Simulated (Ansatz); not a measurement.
System: BH₃S₂, charge 0, singlet. BH3S2 (SMILES SBS).
B3LYP-D3(BJ)/def2-TZVP minimum from Ansatz (a first-principles code):
```
B
H 1 1.1840
S 1 1.7964 2 120.77
H 3 1.3424 1 96.75 2 0.00
S 1 1.7964 2 120.77 4 180.00
H 5 1.3424 1 96.75 2 0.00
```

Hartree-Fock and MP2 correlation energies in hartree (Ansatz). Radicals and triplets start from unrestricted determinants; spin-orbit coupling is neglected. Correlated methods leave the cores frozen. No relativity.

```csv
basis,X,E(HF),"E(corr, MP2)"
cc-pV(T+d)Z,3,-821.59432,-0.45825
cc-pV(Q+d)Z,4,-821.60288,-0.49533
cc-pV(5+d)Z,5,-821.60452,withheld
```

Question: Fit E(corr) = E∞ + A/X³ to X = 3 and 4, predict X = 5, and compare with the run.

Answer: A = (-0.45825 - (-0.49533))/(1/27 - 1/64) = 1.7317; E∞ = -0.49533 - A/64 = -0.52239; at X = 5, E∞ + A/125 = -0.50853. The run gave -0.51084, 2.31 mEh below the prediction. The same form on X = 4 and 5 gives E∞ = -0.52711, 4.72 mEh below the first estimate.
